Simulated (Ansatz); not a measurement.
CoO₄F₂H₈⁺, that is trans-CoF2(H2O)4 with one electron fewer. Charge 1, multiplicity 5. Geometry r2SCAN-D4/def2-SVP; atoms count from 1.

Cartesian coordinates in Å:
```
Co 0.000 0.000 0.001
F 0.570 0.456 1.603
F -0.570 -0.455 -1.602
O -1.978 -0.030 0.713
H -2.651 0.172 0.043
H -2.147 0.569 1.458
O 1.978 0.030 -0.712
H 2.146 -0.567 -1.460
H 2.651 -0.175 -0.044
O 0.210 -2.031 0.500
H -0.389 -2.627 0.022
H 0.097 -2.231 1.443
O -0.210 2.032 -0.499
H -0.100 2.231 -1.443
H 0.392 2.627 -0.023
```

The name describes the quartet; other states may take another shape.

Problem. Estimate the Mulliken populations from the PBE0/def2-TZVP orbitals of Ansatz.

Solution. 
```csv
atom,charge (e),spin (α − β),d electrons
Co1,0.89,3.24,7.06
F2,-0.42,0.27,–
F3,-0.42,0.27,–
O4,-0.54,0.05,–
H5,0.39,0.00,–
H6,0.39,0.00,–
O7,-0.54,0.05,–
H8,0.39,0.00,–
H9,0.39,0.00,–
O10,-0.54,0.05,–
H11,0.39,0.00,–
H12,0.39,0.00,–
O13,-0.54,0.05,–
H14,0.39,0.00,–
H15,0.39,0.00,–
```
Mulliken values depend strongly on the basis.

Problem. Where does the spin sit?

Solution. Summed by element: Co 3.24, F 0.54, O 0.22, H 0.01, of 4 unpaired in all. Largest on single atoms: Co1 3.24, F2 0.27, F3 0.27.

Problem. And the Mayer bond orders between heavy atoms (over 0.3)?

Solution. Co1–F2 0.93 (1.76 Å); Co1–F3 0.93 (1.76 Å); Co1–O4 0.36 (2.10 Å); Co1–O7 0.36 (2.10 Å); Co1–O10 0.36 (2.10 Å); Co1–O13 0.36 (2.10 Å).
